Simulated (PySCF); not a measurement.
**Ionisation energy of Tl⁷¹⁺ by level of theory**

Tl⁷¹⁺ [Ne] → Tl⁷²⁺ [He] 2s2 2p5 [2p1/2^2 2p3/2^3, M_J = 3/2], as a difference of total energies. All numbers are calculated (PySCF 2.14, the two-component X2C-1e Hamiltonian, in an uncontracted even-tempered set (16 s from 59 bohr⁻², ratio 2.4; 13 p from 76 bohr⁻², ratio 2.4; 5 d from 270 bohr⁻², ratio 2.6; 4 f from 400 bohr⁻², ratio 2.6)). Correlated levels: nothing frozen; the 22 highest virtual spinors dropped. "Screened" scales the spin-orbit matrix elements by Boettger's factors to mimic the two-electron term; Breit and QED terms are absent.

| method | ionisation energy (eV) |
| --- | --- |
| GHF (spin-free) | 19684.8 |
| GMP2 (spin-free) | 19686.5 |
| GHF (screened spin-orbit) | 19091.8 |
| GMP2 (screened spin-orbit) | 19093.4 |

For this ion Breit and QED terms and the two-electron picture change, all absent here, outweigh the correlation shift from GHF to GMP2.

The spin-free rows lack the spin-orbit shift.

For comparison: 19070 ± 60 eV (theoretical estimate listed by NIST; NIST Atomic Spectra Database, ionization energies).
